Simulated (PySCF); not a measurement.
**Bond curve of LiZn**

Set-up: PySCF, no relativity, basis sets Li 6-31G(d,p), Zn 6-31G(d,p). Energies in eV from Li + Zn in their ground configurations at the same level. All curves are PBE0. state 1: ²Σ⁺ (doublet), unpaired electrons σ ↑; state 2: ²Π (doublet), unpaired electrons π ↑, a second solution, started from another occupation; state 3: ⁴Π (quartet), unpaired electrons σ ↑↑, π ↑, a second solution, started from another occupation.

| R (Å) | state 1 | state 2 | state 3 |
| --- | --- | --- | --- |
| 2.217 | -0.2773 | 0.2255 | 3.1304 |
| 2.320 | -0.3918 | 0.2172 | 3.0145 |
| 2.423 | -0.4547 | 0.2543 | 2.9477 |
| 2.501 | -0.4766 | 0.3034 | 2.9220 |
| 2.578 | -0.4826 | 0.3653 | 2.9126 |
| 2.655 | -0.4766 | 0.4361 | 2.9157 |
| 2.759 | -0.4555 | 0.5391 | 2.9344 |
| 2.887 | -0.4164 | 0.6736 | 2.9737 |
| 3.042 | -0.3613 | 0.8333 | 3.0341 |
| 3.248 | -0.2874 | 1.0300 | 3.1223 |

Problem. Put a parabola through the three lowest points of the state 1 curve and estimate Re, k and ωe (reduced mass 6.322 u; 1 eV/Å² = 0.16022 mdyn/Å; ωe = 1302.8·√(k/μ) cm⁻¹).

Solution. Through R = 2.501, 2.578, 2.655 Å the second-order coefficient is 1.01 eV/Å², so Re ≈ 2.578 Å, k ≈ 0.324 mdyn/Å and ωe ≈ 295 cm⁻¹. A polynomial fit of higher order to the unrounded PBE0 energies gives Re = 2.574 Å, k = 0.324 mdyn/Å, ωe = 295 cm⁻¹; anharmonicity and rounding make the difference.

The higher-order fit for each curve: state 1: Re = 2.574 Å, ωe = 295 cm⁻¹, De = 0.483 eV; state 2: Re = 2.284 Å, ωe = 454 cm⁻¹, minimum 0.214 eV above the ground-state fragments; state 3: Re = 2.595 Å, ωe = 292 cm⁻¹, minimum 2.91 eV above the ground-state fragments.

Counting both spins, an empty level lies below a filled one in some of these solutions, because spin and occupation are held. The state is the lowest determinant that a PBE0 search found; another state may lie lower at other levels.
